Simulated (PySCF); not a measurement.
## Spinor energies of Tm²⁺ (thulium, charge +2)

Start: [Xe] 4f13; 4f5/2 filled at m_j = -3/2, -1/2, +1/2, +3/2, +5/2; 4f7/2 filled at m_j = -7/2, -5/2, -3/2, -1/2, +1/2, +3/2, +5/2, +7/2. Calculated with PySCF 2.14 in x2c-TZVPPall-2c: generalised Hartree-Fock with the X2C-1e Hamiltonian and a Gaussian nucleus; one run each with spin-orbit coupling (SO) screened by Boettger's factors, then bare. This is a chosen level, not necessarily the ground level.

```tsv
spinor shell	electrons	ε, screened SO (eV)	ε, bare SO (eV)	weight of nominal j (bare SO)	rms radius, bare SO (bohr)
1s1/2	2	-59693.1	-59692.1	1.000	0.0227
2s1/2	2	-10211.6	-10211.3	1.000	0.0917
2p1/2	2	-9715.0	-9739.2	1.000	0.0781
2p3/2	4	-8729.5	-8721.2	1.000	0.0852
3s1/2	2	-2361.0	-2361.0	1.000	0.235
3p1/2	2	-2142.2	-2147.4	1.000	0.226
3p3/2	4	-1930.3	-1928.6	1.000	0.241
3d3/2	4	-1561.2	-1566.0	1.000	0.214
3d5/2	6	-1515.8	-1512.7	1.000	0.218
4s1/2	2	-503.39	-503.42	1.000	0.530
4p1/2	2	-413.47	-414.74	1.000	0.541
4p3/2	4	-365.96	-365.58	1.000	0.574
4d3/2	4	-216.82	-217.87	0.996	0.611
4d5/2	6	-209.49	-208.91	0.997	0.625
5s1/2	2	-78.640	-78.655	1.000	1.33
5p1/2	2	-51.671	-51.816	0.997	1.50
5p3/2	4	-45.694	-45.662	0.998	1.62
4f5/2	5	-28.400	-29.000	0.976	0.865
4f7/2	8	-27.322	-26.950	0.985	0.894
```

| quantity | screened SO | bare SO |
| --- | --- | --- |
| E (hartree) | -13568.60106 | -13569.41385 |
| M_J | 5/2 | 5/2 |
| ⟨J²⟩ | 8.788 | 8.768 |
| ⟨L²⟩ | 12.103 | 12.114 |
| ⟨S²⟩ | 0.847 | 0.858 |

Each row is a mean over spinors that exchange with the open shell spreads, by up to 8.811 eV (4d3/2).

Breit and QED terms are absent; they matter most for the inner s and p1/2 levels.

Densities and radii are taken from the X2C orbitals without a picture-change correction, which distorts them close to the nucleus.
